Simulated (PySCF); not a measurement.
Job file and geometry (Å, from GFN2-xTB) of an NMR shielding run on `InChI=1S/C3H11B3O/c1-2-5-6-3-7-4/h5-6H,2-4H2,1H3`, PySCF 2.14.0, density-fitted response routines, GIAO PBE0/pcSseg-1 NMR shielding, non-relativistic, gas phase; density fitting, a coarse starting grid and PySCF grid level 2 are the driver's defaults:

```
$ OMP_NUM_THREADS=1 python probes_run.py task.json out

{"job": {"kind": "nmr", "xc": "PBE0", "basis": "pcSseg-1"}, "charge": 0, "multiplicity": 1}
B     -2.194772     1.059820    -0.589943
O     -2.098317    -0.242775    -0.749659
C     -1.979277    -1.186319     0.307880
B     -0.495615    -1.637567     0.653182
B      0.767079    -0.940226    -0.104548
C      1.367806     0.446457     0.378210
C      2.564583     0.984755    -0.407582
H     -2.255319     1.575185     0.476556
H     -2.241193     1.692082    -1.577625
H     -2.423863    -0.768688     1.224393
H     -2.602076    -2.045009     0.026686
H     -0.448064    -2.466976     1.483713
H      1.247666    -1.406510    -1.071658
H      1.632335     0.403097     1.439152
H      0.554528     1.179175     0.319262
H      2.891756     1.945515    -0.011612
H      3.402564     0.293003    -0.354256
H      2.301420     1.121301    -1.453808
```

**Question.** Write the output of this run.

**Answer.** 
```
coarse grid: 14424 points
cycle   1  E = -270.1851719049  dE =  4.808e-01  |g| = 6.072e-01  |ddm| = 3.531e+00
cycle   2  E = -270.0962115928  dE =  8.896e-02  |g| = 9.284e-01  |ddm| = 1.307e+00
cycle   3  E = -270.2626478464  dE = -1.664e-01  |g| = 1.177e-01  |ddm| = 8.667e-01
cycle   4  E = -270.2652848108  dE = -2.637e-03  |g| = 3.725e-02  |ddm| = 1.091e-01
cycle   5  E = -270.2656094238  dE = -3.246e-04  |g| = 8.654e-03  |ddm| = 3.636e-02
cycle   6  E = -270.2656291279  dE = -1.970e-05  |g| = 2.043e-03  |ddm| = 1.023e-02
cycle   7  E = -270.2656302641  dE = -1.136e-06  |g| = 3.163e-04  |ddm| = 2.362e-03
final grid: 137552 points
cycle   8  E = -270.3136149173  dE = -4.434e-05  |g| = 1.088e-02  |ddm| = 2.632e-02
cycle   9  E = -270.3135947449  dE =  2.017e-05  |g| = 1.543e-02  |ddm| = 1.703e-02
cycle  10  E = -270.3136396890  dE = -4.494e-05  |g| = 1.827e-03  |ddm| = 1.027e-02
cycle  11  E = -270.3136404357  dE = -7.467e-07  |g| = 2.608e-04  |ddm| = 1.867e-03
cycle  12  E = -270.3136404504  dE = -1.465e-08  |g| = 7.340e-05  |ddm| = 2.739e-04
cycle  13  E = -270.3136404519  dE = -1.512e-09  |g| = 1.888e-05  |ddm| = 8.656e-05
cycle  14  E = -270.3136404520  dE = -8.481e-11  |g| = 4.054e-06  |ddm| = 2.080e-05
converged SCF energy = -270.3136404520

GIAO shielding tensors (ppm)
atom      isotropic    diamagn.    paramagn.     s11        s22        s33       span
  0 B       56.099     197.671    -141.572     25.468     41.243    101.586     76.117
  1 O      101.604     396.605    -295.001   -111.053     70.760    345.104    456.156
  2 C      100.614     247.813    -147.200     76.329     85.522    139.991     63.662
  3 B       -3.071     194.649    -197.720   -119.059    -10.212    120.058    239.117
  4 B       -7.921     194.335    -202.256   -108.019    -32.736    116.992    225.011
  5 C      161.038     253.557     -92.519    130.543    164.190    188.381     57.838
  6 C      170.480     244.797     -74.317    154.583    171.338    185.518     30.935
  7 H       26.448      32.411      -5.963     24.442     26.399     28.502      4.060
  8 H       26.821      31.592      -4.771     26.092     26.700     27.670      1.577
  9 H       26.798      29.519      -2.721     24.121     25.299     30.974      6.853
 10 H       26.212      27.254      -1.042     22.482     25.244     30.910      8.428
 11 H       22.394      30.263      -7.869     12.035     25.489     29.659     17.624
 12 H       21.979      31.046      -9.067     10.719     26.310     28.908     18.190
 13 H       29.803      32.476      -2.673     24.668     29.716     35.025     10.357
 14 H       30.355      35.034      -4.679     25.048     28.752     37.265     12.217
 15 H       30.504      28.331       2.173     25.705     28.813     36.995     11.289
 16 H       30.416      28.380       2.036     26.799     28.054     36.395      9.596
 17 H       30.360      29.929       0.431     26.683     28.574     35.823      9.140
```

Size and cost of the density-fitted run: 174 basis functions, 45 s wall time on 1 thread of an Arm Neoverse N1, shared host; peak memory 0.78 GiB.
